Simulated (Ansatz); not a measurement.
(RbBr)n off: PBE-D4/def2-SVP single points in Ansatz on relaxed structures, gas phase. Each cluster is the lowest isomer that a short search found in that spin, judged at the geometry's level, and lower ones may exist. Core potentials for Rb, no spin–orbit coupling. HOMO and LUMO are taken over both spins. Binding counts from free atoms in the multiplicity of their measured ground term, without zero-point energy. The structures are stationary points that may keep the symmetry of their start.

```tsv
species	atoms	state	geometry	HOMO (eV)	LUMO (eV)	gap (eV)	binding per atom (eV)	point group (within 0.1 Å)
Rb2Br	3	doublet	PBE0-D4/def2-TZVP	-2.37	-1.89	0.48	1.55	C2v
RbBr2	3	doublet	PBE-D4/def2-TZVP	-4.89	-4.07	0.82	1.82	C2v
```

**Question.** Estimate the rows for Rb4Br3 (doublet, PBE-D4/def2-SVP geometry).

**Answer.** 
| species | atoms | state | geometry | HOMO (eV) | LUMO (eV) | gap (eV) | binding per atom (eV) | point group (within 0.1 Å) |
| --- | --- | --- | --- | --- | --- | --- | --- | --- |
| Rb4Br3 | 7 | doublet | PBE-D4/def2-SVP | -2.21 | -1.78 | 0.43 | 2.25 | C3v |

The gap (eV) runs from 0.43 (Rb4Br3) to 0.82 (RbBr2). The binding per atom (eV) runs from 1.55 (Rb2Br) to 2.25 (Rb4Br3).
